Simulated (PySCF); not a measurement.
**Gas-phase XPS of `CSB(O)O`, computed**

Compound: CH5BO2S.
Atom-mapped SMILES: `[CH3:1][S:2][B:3]([OH:4])[OH:5]`

Cartesian coordinates in Å at the PBE0-D3(BJ)/def2-SVP level; atoms count from 1:
```xyz
10
CH5BO2S angstrom
C     -1.814   -0.209   -0.063
S     -0.301   -1.173   -0.323
B      1.010    0.039    0.112
O      0.754    1.320    0.479
O      2.309   -0.349    0.071
H     -1.895    0.144    0.976
H     -2.663   -0.876   -0.259
H     -1.880    0.639   -0.761
H     -0.178    1.549    0.483
H      2.433   -1.266   -0.187
```

Computed with delta-SCF UKS SCAN, pcX-2 on the ionised atom, pcseg-1 elsewhere, spin-free X2C (PySCF). These are vertical core ionisation energies against the vacuum level, from separate self-consistent calculations with and without the core hole.

What binding energy does each computed site have?

```json
{"atom(s)": "B3", "bonded to": "2 O and S", "level": "B 1s", "binding energy (eV)": "197.69", "count": "1"}
{"atom(s)": "C1", "bonded to": "S and 3 H", "level": "C 1s", "binding energy (eV)": "291.84", "count": "1"}
{"atom(s)": "O4/O5", "bonded to": "H and B", "level": "O 1s", "binding energy (eV)": "539.22", "count": "2"}
{"atom(s)": "S2", "bonded to": "C and B", "level": "S 1s", "binding energy (eV)": "2477.06", "count": "1"}
```

Which effective nuclear charge Zeff reproduces each element's mean 1s value in the hydrogen-like formula E = 13.606 eV × Zeff²?

B (Z = 5): mean 197.7 eV, Zeff = 3.81, Z − Zeff = 1.19; C (Z = 6): mean 291.8 eV, Zeff = 4.63, Z − Zeff = 1.37; O (Z = 8): mean 539.2 eV, Zeff = 6.30, Z − Zeff = 1.70; S (Z = 16): mean 2477.1 eV, Zeff = 13.49, Z − Zeff = 2.51. Means run over the listed sites, weighted by atom count.

One atom of each set of topologically equivalent atoms was ionised and stands for the set; in this conformer not all members are related by symmetry, and their own values weren't computed. Not every level is listed. Isolated species at its PBE0-D3(BJ)/def2-SVP geometry (one conformer only).
